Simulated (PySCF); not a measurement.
Species: IrH2 (doublet state).
Geometry (PBE0-D3(BJ)/def2-SVP, Å), atoms numbered from 1 in this order:
```xyz
3
IrH2 angstrom
Ir     0.0469    0.8759    0.0326
H     -1.0190   -0.2379    0.0097
H      1.1672   -0.1838    0.0062
```

Computed with PySCF 2.14.0, PBE0-D3(BJ)/def2-SVP geometry optimisation, gas phase, def2 core potentials past Kr.

**Question.** Which atoms are bound to Ir1, and at what distances?

**Answer.** 2 atoms: H2 1.542 Å, H3 1.542 Å.

**Question.** What is the shape at Ir1?

**Answer.** Bent: angle 90.3°.

**Question.** What are the rotational constants (commonest isotopes, rigid rotor)?

**Answer.** A = 214264, B = 209700, C = 105979 MHz: a near-oblate asymmetric top.

Point group: C2v (every atom within 0.08 Å of its image). Charge 0, doublet. ⟨S²⟩ = 0.753 (exact for a doublet: 0.75). Not checked by PBE0-D3(BJ)/def2-SVP frequencies.

Time: 13 s; peak memory 0.25 GiB. Hardware: an Arm Neoverse N1 with one thread, no GPU, on a shared host. That covers the optimisation of the geometry.
